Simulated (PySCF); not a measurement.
## Distorted geometries of [ReO3(H2O)2]+

[ReO3(H2O)2]+ (singlet). PySCF 2.14.0, RKS PBE0, Re def2-SVP with ECP60, O def2-SVP, H def2-SVP; non-relativistic Hamiltonian with scalar-relativistic core potentials where named; density fitting; no spin-orbit coupling. Relaxed geometry:

```xyz
10

Re    0.0316    0.1601    0.0880
O     0.4629   -0.1581    1.6834
O     1.3756   -0.1065   -0.8887
O    -0.2854    1.8109    0.0063
O    -1.9607   -0.1316   -0.6060
H    -2.3626   -0.9986   -0.7842
H    -2.5752    0.5980   -0.8011
O    -0.3961   -2.1004   -0.1279
H    -0.3521   -2.6128    0.6975
H     0.1809   -2.5643   -0.7587
```

Task: Order these distorted geometries by energy above the relaxed one, lowest first.
A.
```xyz
10

Re    0.2968    0.1317    0.1596
O     0.5757   -0.0773    1.7298
O     1.3429   -0.1176   -0.8586
O    -0.2646    1.5747    0.0543
O    -2.0893   -0.3083   -0.3885
H    -2.2104   -1.0511   -0.7852
H    -2.5354    0.7958   -0.7336
O    -0.4537   -1.9108   -0.3874
H    -0.5435   -2.4248    0.6129
H     0.0003   -2.7155   -0.8946
```
B.
```xyz
10

Re    0.0480    0.2590    0.0074
O     0.3641   -0.0284    1.6703
O     1.2869   -0.2302   -0.8948
O    -0.1560    1.8127    0.0560
O    -1.9646   -0.3430   -0.6142
H    -2.2038   -0.7914   -0.9370
H    -2.5257    0.6135   -0.6576
O    -0.4008   -2.1662   -0.0982
H    -0.4916   -2.6301    0.7639
H     0.1625   -2.5994   -0.7871
```
C.
```xyz
10

Re    0.0186    0.1638    0.0491
O     0.4826   -0.1995    1.6346
O     1.3615   -0.0773   -0.9069
O    -0.2379    1.8949    0.0548
O    -1.9727   -0.1487   -0.6051
H    -2.3937   -1.0062   -0.7974
H    -2.6012    0.5442   -0.7591
O    -0.3910   -2.0812   -0.1843
H    -0.3414   -2.6069    0.7250
H     0.1940   -2.5864   -0.7021
```

Result: C (0.38 eV), A (6.52 eV), B (11.34 eV).

Task: Which forces (eV/Å) act in the one that lies 0.38 eV up?

Result: 
```
Re  -0.23  3.59  1.42
O   -0.31  0.01 -0.58
O    0.51 -0.17 -0.58
O    0.19 -3.43 -0.20
O    0.48 -0.95  0.08
H    0.23 -0.06  0.05
H   -0.83  1.19 -0.19
O   -1.29 -0.70  4.18
H   -0.33  1.64 -2.40
H    1.58 -1.12 -1.77
```
Forces carry noise of the integration grid, about 0.01 to 0.03 eV/Å.
